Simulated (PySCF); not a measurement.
Compound: C6H10O2.
Atom-mapped SMILES: `[CH3:1]/[CH:2]=[CH:3]\[CH2:4][O:5][C:6]([CH3:7])=[O:8]` (hydrogens: H9, H10, H11 on C1; H12 on C2; H13 on C3; H14, H15 on C4; H16, H17, H18 on C7)

Computed geometry: GFN2-xTB, gas phase.

Question: Give the optimised bond lengths and angles.

Answer: 
| bond | length (bohr) | order |
| --- | --- | --- |
| C1–C2 | 2.819 | single |
| C2=C3 | 2.502 | double |
| C3–C4 | 2.831 | single |
| C4–O5 | 2.705 | single |
| O5–C6 | 2.526 | single |
| C6–C7 | 2.848 | single |
| C6=O8 | 2.272 | double |
| C1–H9, C1–H10, C1–H11 | 2.057 | single |
| C2–H12 | 2.046 | single |
| C3–H13 | 2.044 | single |
| C4–H14, C4–H15 | 2.068 | single |
| C7–H16, C7–H17, C7–H18 | 2.053 | single |

Bonds in one row agree within 0.02 bohr and their mean is given. Orders are formal, as drawn. A selection of angles:
| angle | degrees |
| --- | --- |
| C1–C2–C3 | 127.6 |
| C2–C3–C4 | 127.1 |
| C3–C4–O5 | 110.8 |
| C4–O5–C6 | 117.6 |
| O5–C6–C7 | 110.6 |
| O5–C6–O8 | 124.2 |
| C7–C6–O8 | 125.1 |

Dihedral angles: C1–C2–C3–C4 0° (synperiplanar); C2–C3–C4–O5 135° (anticlinal); C3–C4–O5–C6 90°; C4–O5–C6–C7 -178° (antiperiplanar). The mirror-image conformer, all signs reversed, is as good.

The C–O distances run from 1.202 Å (C6=O8, drawn double) to 1.431 Å (C4–O5, drawn single), a spread of 0.229 Å. Of the pairs four or more bonds apart, O8···H14 is among the closest relative to their van der Waals radii: 2.32 Å, 85 % of the sum of Bondi's values. The 4 C–C bonds span 1.324 Å (C2=C3, drawn double) to 1.507 Å (C6–C7, drawn single), a spread of 0.183 Å.

Point group: C1 (no symmetry element, even within 0.4 Å). GFN2-xTB frequencies: not computed here. The numbers are those of one conformer.
